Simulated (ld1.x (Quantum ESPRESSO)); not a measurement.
# sulfur (S): one change to a PAW potential, before and after

sulfur (S), PAW, made with ld1.x (Quantum ESPRESSO) 7.5 (BLYP, non-relativistic). Core [Ne], reference 3s2 3p2 (charge +2). Waves: 3s (bound): rcut 1.15, rcutus 1.35 bohr; 3s channel at -1.1 Ry: rcut 1.15, rcutus 1.35 bohr; 3p (bound): rcut 1.60, rcutus 1.75 bohr; 3p channel at 0.05 Ry: rcut 1.60, rcutus 1.75 bohr. Local part: all-electron potential smoothed inside 1.20 bohr (lloc = -1). Core correction: Bessel-smoothed model core inside 1.25 bohr. Augmentation charge: PSQ, inside the norm-conserving radii.

Change: wave 3p channel at 0.05 Ry: rcut 1.60, rcutus 1.75 bohr becomes 3p channel at -1.67 Ry: rcut 1.60, rcutus 1.75 bohr.

Cutoffs: the cutoffs (Ry, on a coarse ladder) from which the occupation-weighted sum of valence levels, in a spherical-Bessel basis at the reference potential, stays within 10 and 1 mRy of its value at 400 Ry; they do not see the model core or the augmentation charge, which bear on the density cutoff. Errors are all-electron minus pseudo energies relative to the spin-unpolarised reference configuration.

Q: What does the change do?

A: The potential gets neither clearly harder nor softer (21 Ry and 40 Ry → 21 Ry and 40 Ry); of the 7 tests that both files solve, the error grows in 2 and shrinks in 0 by more than 15 % and 0.3 meV (median size 4.5 → 5.1 meV); neither file shows a bound ghost.

```csv
quantity,base,changed
"cutoff, loose",21 Ry,21 Ry
"cutoff, tight",40 Ry,40 Ry
bound ghosts,none,none
"error for 3s2 3p4, meV [ΔE -33.78 eV]",-5.6,-6.2
"error for 3s2 3p3, meV [ΔE -22.15 eV]",-2.7,-2.9
"error for 3s2 3p1, meV [ΔE 33.94 eV]",-8.4,-8.5
"error for 3s1 3p5, meV [ΔE -23.60 eV]",-3.9,-5.1
"error for 3s1 3p4, meV [ΔE -11.41 eV]",-1.7,-2.2
"error for 3s2 3p4.3, meV [ΔE -35.45 eV]",-5.9,-6.7
"error for 3s2 3p3.5, meV [ΔE -29.19 eV]",-4.5,-4.8
s: phases at 1.91 bohr within 0.05 rad from the reference energy up to (Ry; the scan ends near 5),4.1,4.1
p: phases at 1.91 bohr within 0.05 rad from the reference energy up to (Ry; the scan ends near 5),4.8,4.5
lowest overlap eigenvalue by channel,"s 0.46, p 0.75","s 0.46, p 0.79"
```
